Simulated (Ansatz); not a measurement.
System: sum formula H6Si2NO, net charge 0, doublet state. It need not be the lowest isomer of its formula. 
Geometry from a B3LYP-D3(BJ)/def2-TZVP (Ansatz, a first-principles code) optimisation:
```xyz
10

N     -1.4347     1.3446    -0.7048
Si    -1.2423    -0.1876     0.0232
O      0.3160    -0.6814     0.2373
Si     1.8826    -0.2085     0.3271
H     -1.3813     2.2014    -0.1789
H     -1.2987     1.4992    -1.6905
H     -1.8656    -1.1982    -0.8525
H     -1.8682    -0.1188     1.3587
H      2.7296    -1.4316     0.3481
H      2.2350     0.6330    -0.8538
```
Charge 0, spin multiplicity 2.

Basis-set convergence of Hartree-Fock and CCSD correlation energies (hartree) with Ansatz. Correlated levels leave the core frozen unless marked. UHF or UKS for open shells. Spin-orbit coupling is left out. Non-relativistic.

| basis | functions | E(HF) | E(corr, CCSD) |
|---|---|---|---|
| cc-pV(D+d)Z | 104 | -710.76023 | -0.58244 |
| cc-pV(T+d)Z | 222 | -710.84726 | -0.71625 |
| cc-pV(Q+d)Z | 418 | -710.86669 | -0.76081 |

Extrapolating the two largest sets (X = 3 and 4) as X^-3: E(corr) = (64·(-0.76081) - 27·(-0.71625))/37 = -0.7933 Eh, an estimate of the basis-set limit. The largest set recovers 95.9 % of it, the smallest 73.4 %.
